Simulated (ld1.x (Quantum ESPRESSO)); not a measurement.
# What one change does to a pseudopotential (nitrogen, PAW)

- Element: N (Z = 7)
- Generator: ld1.x (Quantum ESPRESSO) 7.5
- Type: PAW
- Functional: PBE
- Relativity: scalar-relativistic
- Frozen core: [He]
- Valence charge: 5
- Reference configuration: 2s2 2p3
- Partial waves: 2s (bound): rcut 0.65, rcutus 0.80 bohr; 2s channel at 1.45 Ry: rcut 0.65, rcutus 0.80 bohr; 2p (bound): rcut 1.45, rcutus 1.60 bohr; 2p channel at 2.95 Ry: rcut 1.45, rcutus 1.60 bohr; 3d channel at 0.2 Ry: rcut 1.25, rcutus 1.70 bohr; 3d channel at 2.85 Ry: rcut 1.25, rcutus 1.70 bohr
- Local potential: all-electron potential smoothed inside 1.25 bohr (lloc = -1)
- Core correction: Bessel-smoothed model core inside 0.70 bohr
- Augmentation charge: BESSEL, radius 0.60 bohr

Change: type TM; waves now 2s (bound): rc 0.80 bohr; 2p (bound): rc 1.60 bohr; 3d channel at 0.2 Ry: rc 1.70 bohr; local potential the d channel.

Cutoffs: the cutoffs (Ry, on a coarse ladder) from which the occupation-weighted sum of valence levels, in a spherical-Bessel basis at the reference potential, stays within 10 and 1 mRy of its value at 400 Ry; they do not see the model core or the augmentation charge, which bear on the density cutoff. Errors are all-electron minus pseudo energies relative to the spin-unpolarised reference configuration.

Task: What does the change do?

Result: The potential gets harder (40 Ry and 90 Ry → 55 Ry and 140 Ry); the bound ghost in s disappears; of the 7 tests that both files solve, the error grows in 3 and shrinks in 3 by more than 15 % and 0.3 meV (median size 39.5 → 21.9 meV); the range in which the s phases agree narrows (upper end at the end of the scan → 3.5); the range in which the p phases agree narrows (upper end at the end of the scan → 3.4). Several settings change at once here, so the effects cannot be laid on one of them.

```tsv
quantity	base	changed
cutoff, loose	40 Ry	55 Ry
cutoff, tight	90 Ry	140 Ry
loose cutoff by channel (10 mRy a level)	s 35 Ry, p 21 Ry	s 45 Ry, p 40 Ry
bound ghosts	s	none
error for 2s2 2p2, meV [ΔE 13.59 eV]	-40	+18
error for 2s2 2p1, meV [ΔE 42.45 eV]	-183	+181
error for 2s2 2p0, meV [ΔE 89.53 eV]	-359	+832
error for 2s2 2p2.5, meV [ΔE 5.09 eV]	-8.3	+2.2
error for 2s1 2p0, meV [ΔE 167.35 eV]	-106	+1465
error for 2s1 2p4, meV [ΔE 11.51 eV]	-15	+5.4
error for 2s1 2p3, meV [ΔE 25.37 eV]	-3.9	-22
s: phases at 1.84 bohr within 0.05 rad from the reference energy up to (Ry; the scan ends near 5)	to the end of the scan	3.5
p: phases at 1.84 bohr within 0.05 rad from the reference energy up to (Ry; the scan ends near 5)	to the end of the scan	3.4
d: phases at 1.84 bohr within 0.05 rad from the reference energy up to (Ry; the scan ends near 5)	to the end of the scan	to the end of the scan
```

 A true bound ghost makes a file unfit for plane-wave use even where its test errors are small: the radial tests pick states by their node count and pass the ghost by.
